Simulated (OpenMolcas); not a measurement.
## N2+, P2+, As2+, Sb2+, Bi2+: ns2 np down the group

- Program: OpenMolcas 26.06
- Method: MS-CASPT2, IPEA 0.25 Eh, imaginary shift 0.1 Eh
- Basis: ANO-R2
- Scalar Hamiltonian: X2C, finite nucleus
- Spin-orbit coupling: state interaction with AMFI integrals over the reference wave functions, term energies averaged over their components

Active space for each ion: 3 electrons in 4 orbitals (s p); closed shells correlated by CASPT2: N2+ 1s; P2+ 2s 2p; As2+ 3d; Sb2+ 4d; Bi2+ 5d.

Computed levels in cm-1 above 2P* 1/2:

```tsv
Level	N2+	P2+	As2+	Sb2+	Bi2+
2P* 3/2	158	499	2620	5730	17700
weight of 2P* in the lowest level (%)	100	100	100	100	100
```

Measured, with the error of the calculation in %. Measured levels: N2+ from Moore, Selected Tables of Atomic Spectra, NSRDS-NBS 3, section 5; P2+ from Martin, Zalubas and Musgrove, J. Phys. Chem. Ref. Data 14, 751 (1985); As2+ from Moore, Atomic Energy Levels, vol. II, NSRDS-NBS 35 (1971 reprint of NBS Circular 467, 1952); Sb2+, Bi2+ from Moore, Atomic Energy Levels, vol. III, NSRDS-NBS 35 (1971 reprint of NBS Circular 467, 1958).

```json
{"Level": "2P* 3/2", "N2+": "174 (-9.2)", "P2+": "559 (-10.7)", "As2+": "2940 (-11.0)", "Sb2+": "6576 (-12.8)", "Bi2+": "20788 (-14.8)"}
```

The fine-structure level 2P* 3/2 changes by a factor of 112 from N2+ to Bi2+.

Over all roots computed the reference weight is 0.88 to 0.98 in P2+, 0.88 to 0.96 in As2+, 0.86 to 0.94 in Sb2+, 0.85 to 0.94 in Bi2+; the roots of lowest weight are the least certain, and an intruder state may touch them. Computed and measured levels are paired by configuration, term and J; levels that our copy of the source lacks, or whose pairing is in doubt (as where it misses far off the trend of its configuration), stay unpaired and out of the deviations. Only configurations of the active space appear.

* marks odd parity.
